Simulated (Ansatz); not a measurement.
System: H2PO3, charge 0, doublet. H2PO3 (SMILES [P](O)(O)=O, doublet).
B3LYP-D3(BJ)/def2-TZVP minimum from Ansatz (a quantum-chemistry and plane-wave program):
```xyz
6

P      0.2227     0.0707     0.2400
O      1.3468     0.0255    -0.7195
O     -0.6938    -1.2509     0.3595
O     -0.9718     1.1067    -0.0775
H     -0.1594    -2.0555     0.3209
H     -0.6310     1.9438    -0.4203
```
Charge 0, spin multiplicity 2.

Hartree-Fock and CCSD(T) correlation energies in hartree (Ansatz). Open shells are spin-unrestricted; no spin-orbit coupling. Cores are frozen in correlated methods. No relativity.

```json
[
 {"basis": "cc-pV(T+d)Z", "X": "3", "E(HF)": "-566.65742", "E(corr, CCSD(T))": "-0.89073"},
 {"basis": "cc-pV(Q+d)Z", "X": "4", "E(HF)": "-566.68188", "E(corr, CCSD(T))": "-0.95819"},
 {"basis": "cc-pV(5+d)Z", "X": "5", "E(HF)": "-566.68799", "E(corr, CCSD(T))": "withheld"}
]
```

**Question.** Fit E(corr) = E∞ + A/X³ to X = 3 and 4, predict X = 5, and compare with the run.

**Answer.** A = (-0.89073 - (-0.95819))/(1/27 - 1/64) = 3.1506; E∞ = -0.95819 - A/64 = -1.00742; at X = 5, E∞ + A/125 = -0.98221. The run gave -0.98270, 0.49 mEh below the prediction. The same form on X = 4 and 5 gives E∞ = -1.00842, 1.00 mEh below the first estimate.
